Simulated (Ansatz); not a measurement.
Ansatz (a quantum-chemistry and plane-wave program) input file for Re(O)3(OH) (HO₄Re), SMILES [O]=[Re](=[O])(=[O])[OH], multiplicity 1, PBE-D3(BJ)/def2-SVP. 

Ansatz 0.2 input:
```yaml
crystal:
  periodic: [false, false, false]
  atoms:
    - {symbol: Re, position_ang: [0.00000000, 0.00000000, -0.02709522]}
    - {symbol: O, position_ang: [-1.37163707, -0.79191503, -0.63007994]}
    - {symbol: O, position_ang: [-0.00000001, 1.58383006, -0.63007994]}
    - {symbol: O, position_ang: [1.37163706, -0.79191502, -0.63007995]}
    - {symbol: O, position_ang: [0.00000000, -0.00000000, 1.79968713]}
    - {symbol: H, position_ang: [0.00000001, 0.00000000, 2.75656302]}
basis:
  gaussian:
    orbitals: def2-SVP
hamiltonian:
  xc: pbe
  dispersion: d3bj
relax: {f_tol: 0.002, max_steps: 200}
```

Log of the run:

```
WARN ansatz: RAYON_NUM_THREADS=1 ignored (pool sized by the plan → 1); use --threads N
Functional definition: PBE
integrals: 0.03 GiB planned
927 factors; their error is unknown
mean field: 0.23 GiB planned
mean field evaluation 1: about -10298.7523 eV, gradient 1.2e2 eV
mean field evaluation 2: about -10034.3820 eV, gradient 3.4e2 eV
mean field evaluation 4: about -10322.5251 eV, gradient 3.9e1 eV
mean field evaluation 8: about -10325.5394 eV, gradient 9.1e-1 eV
mean field evaluation 16: about -10325.5089 eV, gradient 4.4e-3 eV
mean field -10325.50889540 eV, -379.4554530247 hartree, gradient 2.7e-5 eV, S^2 0.000000; 0 other end points of the search recorded, 0 dependent functions left out
the calculation of the forces begins
reference -10325.50895088 eV, -379.4554550636 hartree; 24, 24 occupied and 69, 69 virtual orbitals, 927 factors
relax step   1: F+E_penalty+E_count = -10325.63000760 eV  Δ(F+E_penalty+E_count) = +0.000e0 eV  max|allowed force component| = 1.405e0 eV/Å  Δτ_max = 0.0000 Å  (31 SCF iters, accepted)
these checks for a lower state are left out or cut short: starts, cluster_reference, orbital_swaps, neighbouring_geometries, increment
integrals: 0.03 GiB planned
927 factors; their error is unknown
mean field: 0.23 GiB planned
mean field -10325.57367283 eV, -379.4578335514 hartree, gradient 6.8e-6 eV, S^2 0.000000; 0 other end points of the search recorded, 0 dependent functions left out
the calculation of the forces begins
reference -10325.57372843 eV, -379.4578355944 hartree; 24, 24 occupied and 69, 69 virtual orbitals, 927 factors
relax step   2: F+E_penalty+E_count = -10325.69386610 eV  Δ(F+E_penalty+E_count) = -6.386e-2 eV  max|allowed force component| = 1.499e-1 eV/Å  Δτ_max = 0.0268 Å  (32 SCF iters, accepted)
these checks for a lower state are left out or cut short: starts, cluster_reference, orbital_swaps, neighbouring_geometries, increment
integrals: 0.03 GiB planned
927 factors; their error is unknown
mean field: 0.23 GiB planned
mean field evaluation 32: about -10325.5739 eV, gradient 2.5e-5 eV
mean field -10325.57388930 eV, -379.4578415065 hartree, gradient 1.7e-5 eV, S^2 0.000000; 0 other end points of the search recorded, 0 dependent functions left out
the calculation of the forces begins
reference -10325.57394490 eV, -379.4578435496 hartree; 24, 24 occupied and 69, 69 virtual orbitals, 927 factors
relax step   3: F+E_penalty+E_count = -10325.69406452 eV  Δ(F+E_penalty+E_count) = -1.984e-4 eV  max|allowed force component| = 2.345e-2 eV/Å  Δτ_max = 0.0011 Å  (32 SCF iters, accepted)
these checks for a lower state are left out or cut short: starts, cluster_reference, orbital_swaps, neighbouring_geometries, increment
integrals: 0.03 GiB planned
927 factors; their error is unknown
mean field: 0.23 GiB planned
mean field -10325.57389237 eV, -379.4578416191 hartree, gradient 2.8e-5 eV, S^2 0.000000; 0 other end points of the search recorded, 0 dependent functions left out
the calculation of the forces begins
reference -10325.57394796 eV, -379.4578436622 hartree; 24, 24 occupied and 69, 69 virtual orbitals, 927 factors
relax step   4: F+E_penalty+E_count = -10325.69406838 eV  Δ(F+E_penalty+E_count) = -3.861e-6 eV  max|allowed force component| = 8.586e-4 eV/Å  Δτ_max = 0.0003 Å  (21 SCF iters, accepted)
integrals: 0.03 GiB planned
927 factors; their error is unknown
mean field: 0.23 GiB planned
mean field evaluation 64: about -10325.5739 eV, gradient 4.5e-5 eV
mean field -10325.57389237 eV, -379.4578416191 hartree, gradient 2.8e-5 eV, S^2 0.000000; 1 other end points of the search recorded, 0 dependent functions left out
the calculation of the forces begins
reference -10325.57394796 eV, -379.4578436622 hartree; 24, 24 occupied and 69, 69 virtual orbitals, 927 factors
Total energy: -10325.69412398 eV, -379.4622600493 hartree
Atom 0 at    -0.000000     0.000019    -0.025364 Å, force    -0.000000     0.000002     0.000859 eV/Å
Atom 1 at    -1.388637    -0.801746    -0.646115 Å, force     0.000007     0.000002    -0.000065 eV/Å
Atom 2 at    -0.000000     1.603485    -0.646137 Å, force     0.000000    -0.000008    -0.000064 eV/Å
Atom 3 at     1.388637    -0.801746    -0.646115 Å, force    -0.000007     0.000002    -0.000065 eV/Å
Atom 4 at     0.000000    -0.000000     1.818191 Å, force     0.000000     0.000007    -0.000502 eV/Å
Atom 5 at     0.000000    -0.000014     2.784456 Å, force    -0.000000    -0.000005    -0.000163 eV/Å
Dipole moment:     0.000000     0.000015     0.905209 e Å
```

The run converged.

Cost: around 9 core-seconds (rough).
